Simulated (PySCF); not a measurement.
Vertical excitations of a molecule C4H5BO from TDDFT-B3LYP/def2-SVPD (PySCF), as energy in eV (oscillator strength): 3.91 (0.027), 3.96 (0.000), 4.97 (0.002), 5.50 (0.000), 5.53 (0.033), 6.13 (0.000), 6.43 (0.012), 6.94 (0.000), 7.00 (0.001), 7.05 (0.056). Lowest triplet (TDA): 3.63 eV. Coordinates come from a r2SCAN-D4/def2-SVP optimisation. Other conformers were not sampled.

Task: Which molecule gave these data?
A) C=CB1C=CO1
B) C#CB(C)C=O
C) C#CB(O)C=C
D) C#CB1COC1

Result: D, C#CB1COC1
